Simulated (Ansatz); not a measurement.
Consider the ligand exchange at a B–O bond: `BO[SiH2][GeH2][F]` + `O[SiH]([SiH3])Cl` → `BO[SiH]([SiH3])Cl` + `O[SiH2][GeH2][F]`.

Gas-phase electronic energies from Ansatz, PBE0-D4/def2-TZVP geometries. CCSD(T)/CBS is the MP2 limit (def2-TZVPP, def2-QZVPP) plus CCSD(T) − MP2 in def2-TZVPP, frozen cores. DFT in def2-TZVPP. B3LYP here is the variant with VWN-RPA as its local correlation; programs differ in this. For Ge outer-core shells are correlated without core-valence functions, which leaves a few kJ/mol of doubt a bond. Scalar relativity is left out up to krypton. Each species was taken in one conformer, which may not be the lowest.

```
             level  ΔE (kcal/mol)  difference from CCSD(T)/CBS
         r2SCAN-D4            0.1                         -0.2
           PBE0-D4            0.4                          0.1
           ωB97X-V            0.4                          0.1
           ωB97M-V            0.1                         -0.2
            B2PLYP            0.6                          0.3
            r2SCAN            0.1                         -0.2
             B3LYP            0.7                          0.4
     HF/def2-TZVPP            1.7                          1.4
    MP2/def2-TZVPP            0.6                          0.3
SCS-MP2/def2-TZVPP            0.8                          0.5
   CCSD/def2-TZVPP            0.9                          0.6
    MP2/def2-QZVPP            0.4                          0.1
SCS-MP2/def2-QZVPP            0.7                          0.4
      HF/CBS(def2)            1.8                          1.5
     MP2/CBS(def2)            0.3                          0.0
    CCSD/CBS(def2)            0.5                          0.2
       CCSD(T)/CBS            0.3                            0
```

Largest T1 diagnostic among the species: 0.013.

In def2-TZVPP, CCSD(T) changes the Hartree–Fock value by −1.1 kcal/mol (the triples alone add −0.2 kcal/mol) and MP2 by −1.1 kcal/mol.
